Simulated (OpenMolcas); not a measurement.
## Levels of N I by method

```json
{"Program": "OpenMolcas 26.06", "Basis": "ANO-R3 [4s4p2d1f]", "Scalar Hamiltonian": "X2C, finite nucleus", "Active space": "3 electrons in 9 orbitals (RAS2 2p; RAS3 3s 3d, at most 1 electron)", "State averaging": "2S+1 = 4 odd, 1 root; 2S+1 = 2 odd, 8 roots; 2S+1 = 4 even, 3 roots; 2S+1 = 2 even, 8 roots", "Spin-orbit coupling": "state interaction with AMFI integrals over the reference wave functions, term energies averaged over their components"}
```

Methods on the same reference wave functions:
A. RASSCF
B. SS-RASPT2, IPEA 0.25 Eh, imaginary shift 0.1 Eh (closed shells correlated: 1s 2s)

Energies in cm-1 above 2s2 2p3 4S* 3/2, the measured ground level; measured values from NIST Handbook of Basic Atomic Spectroscopic Data.

| Level | A | B | Measured |
| --- | --- | --- | --- |
| 2s2 2p3 4S* 3/2 | 0.0 | 0.0 | 0.0 |
| 2s2 2p3 2D* 3/2 | 23010 | 19730 | 19233 |
| 2s2 2p3 2D* 5/2 | 23011 | 19730 | 19224 |
| 2s2 2p3 2P* 1/2 | 37992 | 33160 | 28839 |
| 2s2 2p3 2P* 3/2 | 37993 | 33160 | 28839 |
| 2s2 2p2 3s 4P 1/2 | 84730 | 86370 | 83284 |
| 2s2 2p2 3s 4P 3/2 | 84775 | 86420 | 83318 |
| 2s2 2p2 3s 4P 5/2 | 84852 | 86490 | 83365 |
| 2s2 2p2 3s 2P 1/2 | 88275 | 89460 | 86137 |
| 2s2 2p2 3s 2P 3/2 | 88366 | 89550 | 86221 |
| 2s2 2p2 3s 2D 5/2 | 103642 | 102770 | 99663 |
| 2s2 2p2 3s 2D 3/2 | 103642 | 102770 | 99664 |

Deviations, from unrounded energies. A percentage is the sum of absolute deviations over the sum of measured energies, with the sign that they share, or ± where signs differ.

| Against measurement | Levels | A | B |
| --- | --- | --- | --- |
| mean absolute deviation (cm-1) | 11 | 3900 | 2900 |
| other terms of the ground configuration (%) | 4 | +26.9 | +10.0 |
| other configurations (%) | 7 | +2.7 | +3.6 |

B lies closest to measurement on these levels. The largest miss of B in the table is 2s2 2p3 2P* 3/2, by +4300 cm-1. The ranking rests on the paired levels alone, and a cruder setting can come out closer through cancelling errors.

From A to B the spin-free energies of the other terms of 2s2 2p3 shown, above 4S*, scale by factors of 0.86 to 0.87.

The lowest spin-free term lies below A's lowest term by 0.105 hartree in B.

CASPT2 does not keep the components of a term degenerate, so their means are used; among the terms shown or strongly mixed into the levels shown the widest spread is 140 cm-1 (2s2 2p3 2D*, B). ANO sets are built for valence states and can reach diffuse excited orbitals poorly. With the s shell closed, the reference lacks s² → p² mixing. Without dynamic correlation excited terms often stand tens of per cent too high (terms of higher spin than the ground term too low), and those without a measured partner can miss by more than the paired ones (holds for A). Computed and measured levels are paired by configuration, term and J; levels that our copy of the source lacks, or whose pairing is in doubt (as where it misses far off the trend of its configuration), stay unpaired and out of the deviations. Levels of configurations outside the active space are missing.

* marks odd parity.
